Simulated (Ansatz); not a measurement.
`[OH][Sc]([OH])[OH]` + `ClC1=CCO1` → `[OH][Sc]([OH])[Cl]` + `OC1=CCO1`  (formal exchange of groups at the Sc–O bond)

Program: Ansatz. Geometries: PBE0-D4/def2-TZVP. ΔE: electronic, gas phase. CCSD(T)/CBS adds triple-zeta CCSD(T) − MP2 to the extrapolated MP2 energy (def2 sets, frozen cores). Functionals use def2-TZVPP. For Sc outer-core shells are correlated without core-valence functions, which leaves a few kJ/mol of doubt a bond. Scalar relativity is left out up to krypton. One conformer a species, not always the lowest.

`[OH][Sc]([OH])[OH]`:

Z-matrix (Å, degrees):
```
Sc
O 1 1.872
O 1 1.872 2 120.0
O 1 1.872 2 120.0 3 -180.0
H 2 0.952 1 166.3 3 180.0
H 3 0.952 1 166.2 2 0.0
H 4 0.952 1 166.2 2 180.0
```

`ClC1=CCO1`:

Z-matrix (Å, degrees):
```
C
O 1 1.470
C 1 1.925 2 45.0
C 1 1.502 2 88.6 3 0.0
H 1 1.091 2 109.6 3 -118.6
H 1 1.091 2 109.6 3 118.6
Cl 3 1.687 1 170.2 2 -0.0
H 4 1.074 1 137.1 2 180.0
```

`[OH][Sc]([OH])[Cl]`:

```xyz
6

O    -0.370   -0.274    1.616
Sc   -0.355   -0.021   -0.214
O     1.231    0.325   -1.096
Cl   -2.343   -0.138   -1.414
H    -0.262   -0.388    2.556
H     2.099    0.496   -1.449
```

`OC1=CCO1`:

Cartesian coordinates in Å:
```
O 0.849 1.858 0.361
C 0.305 0.685 0.085
C -0.162 0.014 -0.971
C -0.460 -1.088 0.006
O 0.089 -0.229 1.075
H 1.028 1.895 1.308
H -0.276 0.175 -2.026
H -1.506 -1.308 0.223
H 0.132 -2.003 -0.060
```

```
             level  ΔE (kcal/mol)
         r2SCAN-D4          -18.4
            B97M-V          -19.4
           r2SCAN0          -20.1
         CAM-B3LYP          -18.0
       HF/def2-SVP          -29.6
     CCSD/def2-SVP          -21.1
SCS-MP2/def2-QZVPP          -15.2
    CCSD/CBS(def2)          -17.0
```

What does CCSD(T)/CBS give? (Estimate.)

Computed: -16.0 kcal/mol. The listed levels differ from it by -2.4, -3.4, -4.1, -2.0, -13.6, -5.1, 0.8, -1.0 kcal/mol.

What do rigid-rotor, harmonic-oscillator terms from PBE0-D4/def2-TZVP frequencies (298.15 K, 1 bar) make of the CCSD(T)/CBS value? (An estimate is asked.)

The calculation gave: ΔZPE = +1.7 kcal/mol, ΔH = -14.6 kcal/mol, ΔS = -3 J/(mol·K), ΔG = -14.4 kcal/mol.

Largest T1 diagnostic among the species: 0.016.

From r2SCAN to r2SCAN0 (25 % exact exchange), in def2-TZVPP and without D4, ΔE moves by −1.7 kcal/mol. In def2-TZVPP, CCSD(T) changes the Hartree–Fock value by +8.3 kcal/mol (the triples alone add +0.9 kcal/mol) and MP2 by +10.0 kcal/mol. Leaving LDA and LC-ωPBE aside and taking each functional with its dispersion term where it has one, the values, not all of them listed here, spread over 5.4 kcal/mol, from BHLYP-D4 to BLYP-D4. LDA lies −0.8 kcal/mol from PBE without D4.
